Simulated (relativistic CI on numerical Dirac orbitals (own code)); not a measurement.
**L2,3 absorption of cobalt in several valence states**

Computed multiplet spectra 2p⁶3dⁿ → 2p⁵3dⁿ⁺¹ (Dirac-Coulomb-Breit ions, Slater integrals scaled by 0.8, an assumed crystal field that grows with the charge, no charge transfer; 300 K; Lorentzian 0.4 eV and Gaussian 0.3 eV FWHM at both edges, so that L2 comes out sharper than in experiment). Peaks over 5 % are given in eV from the highest peak in the L3 region of each spectrum (height, largest 100). S of the lowest state is read from ⟨S²⟩, and the branching ratio is the share of L3, cut at the minimum between the edges.

Field parameters in Wybourne normalisation: Oh B⁴₀ = 21Dq, B⁴₄ = √(5/14) B⁴₀. The field is a parameter set, without covalency.

- Co²⁺ (d7, Oh, 10Dq = 16850 cm⁻¹): S = 1.50, high spin, branching ratio 0.81; peaks -3.9 (67), -2.9 (24), -1.4 (95), 0.0 (100), 1.4 (18), 2.5 (9), 12.0 (6), 13.4 (23), 14.4 (23), 15.1 (23), 16.3 (8)
- Co³⁺ (d6, Oh, 10Dq = 21750 cm⁻¹): S = 0.03, low spin, branching ratio 0.66; peaks -2.3 (7), 0.0 (100), 1.7 (14), 2.5 (27), 14.0 (52), 16.1 (12)
- Co⁵⁺ (d4, Oh, 10Dq = 31600 cm⁻¹): S = 1.09, low spin, branching ratio 0.69; peaks -6.1 (42), -3.6 (46), -2.0 (91), -1.1 (77), 0.0 (100), 1.9 (25), 10.3 (14), 13.1 (66), 14.6 (18), 15.3 (20), 16.6 (13), 18.0 (5)

Task: What spin state follows for Co⁴⁺ in Oh, 10Dq = 26700 cm⁻¹, and does its branching ratio lie nearer 2/3 or nearer 0.8?

Result: Co⁴⁺ (d5, Oh, 10Dq = 26700 cm⁻¹): S = 2.49, high spin, branching ratio 0.77; peaks -3.2 (43), -1.7 (9), 0.0 (100), 1.7 (22), 4.2 (6), 12.5 (13), 14.5 (9), 15.8 (15), 17.4 (11). High-spin states, above all those with an unquenched orbital moment, raise the ratio above the statistical 2/3; low spin and nearly empty shells keep it near or below 2/3.

The centroid of the whole edge, which also moves with the branching ratio, lies at 784.1 (Co²⁺), 789.3 (Co³⁺), 791.1 (Co⁴⁺), 796.2 (Co⁵⁺) eV in this ionic model, in steps of 1.8 to 5.2 eV. Compounds show about 1 to 2 eV a unit and lower energies for the high valences, since ligands screen the charge. The multiplet shape follows the d count and the spin state, and so serves as a fingerprint of valence. Real compounds of Co⁴⁺ are mostly low spin, since covalency shrinks the Slater integrals more than this scale does. Co⁵⁺ lies at a spin crossover.
